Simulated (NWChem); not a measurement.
## Basis-set dependence for CH$_{3}$Si

```
C
H 1 1.0932
H 1 1.0972 2 116.14
Si 1 1.7138 2 123.28 3 180.00
H 4 1.5027 1 121.95 2 180.00
```
Charge 0, spin multiplicity 2.

The numbers come from NWChem runs, not from measurements. Structure: optimised with UPBE0/def2-SVP, a minimum by its harmonic frequencies.

Hartree-Fock energies in Ha, correlation energies in mHa.

The correlated methods keep 6 core orbitals frozen. The structure started from a generated list of species. The unpaired electrons of the parent sit in orbitals of symmetry a' (Cs labels of the run); other states weren't searched. No SCF solution was tested for a lower state. Open-shell Hartree-Fock references start from PBE0 orbitals. No row is a measurement; the coupled-cluster row has its own basis-set and correlation limits.

```csv
basis,functions,UHF,CCSD on ROHF,CCSD[T] on ROHF,CCSD(T) on ROHF
3-21G,28,-326.70757,-170.1,-176.1,-175.7
def2-SVP,47,-328.32792,-252.5,-263.4,-262.9
def2-TZVP,86,-328.47272,-290.6,-305.5,-305.0
```

From def2-SVP to def2-TZVP the Hartree-Fock energy moves by -144.8 mHa and the CCSD on ROHF correlation energy by -38.1 mHa, which is 13 % of its value in the larger set.
